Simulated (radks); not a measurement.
Values are calculated unless marked as measured or tabulated.
Task: These are the eigenvalues of the occupied orbitals of an atom or ion with whole-number occupations (eV). Level of theory: scalar-relativistic Kohn-Sham, r2SCAN, spin-polarised, spherical densities, finite nucleus; meta-GGA in the generalised Kohn-Sham scheme; Fermi nuclear charge, rms radius of each element as measured or else 0.836 A^(1/3) + 0.57 fm (a radial shooting solver on a logarithmic mesh with Libxc functionals).

| orbital | eigenvalue |
|---|---|
| 1s up | -88182.22 |
| 1s down | -88182.19 |
| 2s down | -15802.99 |
| 2s up | -15802.98 |
| 2p up | -13556.51 |
| 2p down | -13556.49 |
| 3s up | -3805.375 |
| 3s down | -3805.368 |
| 3p up | -3158.436 |
| 3p down | -3158.424 |
| 3d up | -2496.170 |
| 3d down | -2496.161 |
| 4s up | -868.5156 |
| 4s down | -868.4944 |
| 4p up | -655.5970 |
| 4p down | -655.5750 |
| 4d up | -407.5694 |
| 4d down | -407.5439 |
| 5s up | -146.7828 |
| 5s down | -146.7131 |
| 4f up | -134.2601 |
| 4f down | -134.2292 |
| 5p up | -87.9037 |
| 5p down | -87.8738 |
| 5d up | -21.7244 |
| 5d down | -21.5729 |
| 6s up | -12.9353 |
| 6s down | -11.4669 |
| 6p up | -4.1842 |

Which element is it, and in what charge state? The configuration may be excited. Open shells, if any, are filled with parallel spins first.

Result: Z = 82, lead, charge 0: Pb in [Hg] 6p2. The list shows which subshells hold electrons but not how many an open one holds; the 1s level, -3240.6 hartree, gives Z - s = 80.5 by -(Z - s)^2/2, which with screening and relativity narrows Z to a few neighbours, and the depths of the outer levels then fix element, charge and occupations together.
